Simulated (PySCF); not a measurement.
**Rb⁺: ionisation energy**

Rb⁺ [Kr] (1S) → Rb²⁺ [Ar] 3d10 4s2 4p5 (2P), as a difference of total energies. Computed with PySCF 2.14 in cc-pVDZ-X2C, with the spin-free X2C one-electron Hamiltonian (Gaussian nucleus). Correlated levels: valence: [Ar] 3d10 4s2 frozen. The calculations carry no spin-orbit coupling.

```
           method  ionisation energy (eV)
              UHF                  27.262
            M06-L                  28.070
             MN15                  28.276
    MP2 (valence)                  27.371
SCS-MP2 (valence)                  27.362
   CCSD (valence)                  27.380
CCSD(T) (valence)                  27.381
```

Task: How much does correlation contribute at CCSD(T) (valence)?

Result: 27.381 − (27.262) = 0.119 eV, measured against UHF.

The reference lies between the lowest fine-structure levels, while these numbers refer to the centres of the terms.

Errors of the correlated levels include the incompleteness of this basis and the frozen core.

For comparison: 27.290 eV (measured; NIST Atomic Spectra Database, ionization energies).
